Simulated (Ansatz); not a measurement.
One geometry of BeCl2O2H4⁺, that is BeCl2(H2O)2 with one electron fewer, several levels of theory.

```yaml
crystal:
  periodic: [false, false, false]
  atoms:
    - {symbol: Be, position_ang: [0.336528, 0.002756, 0.230540]}
    - {symbol: Cl, position_ang: [0.049053, 0.226177, 2.157244]}
    - {symbol: Cl, position_ang: [2.028948, -0.209233, -0.737250]}
    - {symbol: O, position_ang: [-0.433385, 1.386199, -0.504990]}
    - {symbol: H, position_ang: [0.222267, 1.815209, -1.081207]}
    - {symbol: H, position_ang: [-0.658871, 2.010204, 0.206134]}
    - {symbol: O, position_ang: [-0.612890, -1.394581, -0.209441]}
    - {symbol: H, position_ang: [-0.906470, -1.822130, 0.613315]}
    - {symbol: H, position_ang: [-0.025190, -2.014601, -0.674336]}
basis:
  gaussian: {orbitals: def2-TZVP, initial_orbitals: start.molden}
total_charge: 1
magnetization: {spin_polarized: true, initial_magnetization: 1}
hamiltonian: {xc: pbe, dispersion: d4}
scf: {omitted_lower_state_checks: [starts]}
output: {orbitals: {seedname: orbitals}}
```

The file start.molden holds the orbitals of an earlier run on this structure, at another level or in another basis.

```sh
$ ansatz run in.yaml --threads 4 --pin off --events-out ev --progress --plain --max-ram 3916MiB
```

It prints (some lines left out):

```
Functional definition: PBE
  name "PBE"
  cite "Perdew, Burke & Ernzerhof, Phys. Rev. Lett. 77, 3865 (1996) doi:10.1103/PhysRevLett.77.3865"
  parent pbe
  parameter kappa = 0.804
  parameter beta = 0.06672455060314922
  exchange = pbe_x(kappa = kappa, mu = beta*pi^2/3)
  correlation = pbe_c(beta = beta)
these checks for a lower state are left out or cut short: starts
1131 factors; their error is unknown
mean field evaluation 1: about -29588.8577 eV, gradient 9.5e0 eV
mean field evaluation 2: about -29588.9648 eV, gradient 1.7e-1 eV
mean field evaluation 4: about -29588.9533 eV, gradient 2.7e-3 eV
mean field evaluation 8: about -29588.9533 eV, gradient 1.5e-5 eV
mean field -29588.95327302 eV, -1087.3739766708 hartree, gradient 5.0e-6 eV, S^2 0.752473; 0 other end points of the search recorded, 0 dependent functions left out
reference -29588.95331165 eV, -1087.3739780903 hartree; 29, 28 occupied and 150, 151 virtual orbitals, 1131 factors
Total energy: -29589.12717148 eV, -1087.3803673213 hartree
Checks for a lower state left out: starts
```

Hardware: 4 threads of Arm Neoverse V2 on a shared host. Wall time 3.2 s.

As the first input, with `hamiltonian: {xc: r2scan, dispersion: d4}` (abridged; 8 s):

```
Functional definition: r2SCAN
mean field -29600.52047637 eV, -1087.7990635533 hartree, gradient 3.2e-6 eV, S^2 0.755045
Total energy: -29600.56380102 eV, -1087.8006557046 hartree
Checks for a lower state left out: starts
```

The first input with `hamiltonian: {xc: pbe0, dispersion: d4}` (abridged; 9 s):

```
Functional definition: PBE0
mean field -29590.87442340 eV, -1087.4445776450 hartree, gradient 6.8e-6 eV, S^2 0.757060
Total energy: -29591.02290136 eV, -1087.4500341094 hartree
Checks for a lower state left out: starts
```

Geometry: B3LYP-D4/def2-SVP, that of the neutral singlet.
